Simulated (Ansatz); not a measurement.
`O/C=C/B(O)Cl`, relaxed with RKS PBE0-D4/def2-TZVP in Ansatz from a PBE-D4/def2-SVP geometry. The force threshold is 0.005 eV/Å; the program also tests the step.

The species carries charge 0 and has multiplicity 1.

Start:

```xyz
10

O     1.893   -0.502    1.604
C     1.070   -0.370    0.547
C    -0.163    0.204    0.526
B    -0.980    0.274   -0.772
O    -0.491   -0.224   -1.947
Cl   -2.618    1.020   -0.770
H     1.457   -0.109    2.387
H     1.524   -0.802   -0.362
H    -0.570    0.619    1.466
H    -1.121   -0.110   -2.680
```

Problem. How much energy does the relaxation release, and in how many steps? (Best estimate.)

Solution. The calculation gave: 4.21 kJ/mol, in 6 steps, 1 of them rejected.

Problem. Which bonds change most? (An estimate is asked.)

Solution. Ansatz gave: C2–C3 from 1.360 to 1.340 Å; C2–H8 from 1.104 to 1.085 Å; C3–H9 from 1.105 to 1.088 Å; O1–H7 from 0.979 to 0.964 Å.

Problem. Give the relaxed structure. (Estimate.)

Solution. The calculation gave: 
```xyz
10

O     1.871   -0.493    1.588
C     1.055   -0.362    0.538
C    -0.162    0.200    0.527
B    -0.970    0.270   -0.763
O    -0.492   -0.228   -1.930
Cl   -2.589    1.022   -0.757
H     1.452   -0.113    2.369
H     1.501   -0.782   -0.358
H    -0.565    0.606    1.452
H    -1.101   -0.119   -2.665
```
